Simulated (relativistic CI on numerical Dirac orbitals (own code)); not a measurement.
One change at a time: Ag²¹⁺

Base calculation: Dirac-Coulomb-Breit CI, separate exchange-only KLI orbitals for each configuration, a model potential for QED, unscaled Slater integrals.

CI space (outside the closed core [Ne]): 3s2 3p6 3d8, 3s2 3p5 3d9, 3s2 3p4 3d10, 3s 3p6 3d9, 3p6 3d10, 3s 3p5 3d10, 3s2 3p6 3d7 4s, 3s2 3p6 3d7 4p, 3s2 3p6 3d7 4d, 3s2 3p6 3d7 4f, 3s2 3p4 3d9 4s, 3s2 3p5 3d8 4s, 3s2 3p6 3d6 4s2, 3s2 3p4 3d9 4p, 3s2 3p6 3d6 4s 4p, 3s2 3p5 3d8 4p. Levels of other configurations are missing.

Variants: (1) valence Slater integrals scaled by 0.9; (2) only the first 3 configurations. Shifts of the energy above 3s2 3p6 3d8 3F_4, in eV, for the lowest level and the first level of each name with at least 55 % of one term (blank where a level changes its place among those of its configuration and J or its character, or is not in the variant):

```tsv
Level	Base	Δ(1)	Δ(2)
3s2 3p6 3d8 3F_4	0.000	0.000	0.000
3s2 3p6 3d8 3F_3	5.792	+0.031	+0.001
3s2 3p6 3d8 3P_0	11.691	-0.863	+0.077
3s2 3p6 3d8 3P_1	13.068	-0.650	+0.057
3s2 3p6 3d8 1G_4	14.815	-0.927	-0.024
3s2 3p6 3d8 1S_0	29.909	-1.816	+0.172
3s2 3p5 3d9 3F°_4	192.259	+0.703	+0.329
3s2 3p5 3d9 1D°_2	196.220	+0.463	+0.686
3s2 3p5 3d9 3F°_3	201.925	+0.160	+0.638
3s2 3p5 3d9 3P°_1	208.390	-0.468	+1.202
3s2 3p5 3d9 3P°_0	209.880	-0.365	+1.085
3s2 3p5 3d9 3D°_1	214.418	-0.976	+1.741
3s2 3p5 3d9 3F°_2	232.670	+0.460	+0.545
3s2 3p5 3d9 1F°_3	245.064	-1.815	+1.003
3s 3p6 3d9 3D_3	346.342	-0.109	
3s 3p6 3d9 3D_2	348.784	-0.149	
3s 3p6 3d9 3D_1	352.948	-0.114	
3s 3p6 3d9 1D_2	356.367	-0.155	
3s2 3p6 3d7 4s 5F_5	396.590	+0.696	
3s2 3p6 3d7 4s 5F_3	402.649	+0.621	
3s2 3p6 3d7 4s 5F_4	402.725	+0.627	
3s2 3p6 3d7 4s 5F_2	403.489	+0.300
```

At this charge energies of transitions that change n are usually good to better than 1 %, and those within a shell (Δn = 0) to a few per cent. Terms inside the open d or f shell come out 10 to 20 % too wide with unscaled integrals.

Ionisation energy from the two ground configurations alone: base 1012.51 eV; valence Slater integrals scaled by 0.9 1012.94 eV. The NIST ASD value (theoretical) is 1013 eV.

LS names give the leading component of a level, which can be under half, so a name can repeat, a term be missing and a line seem to break the LS rules.
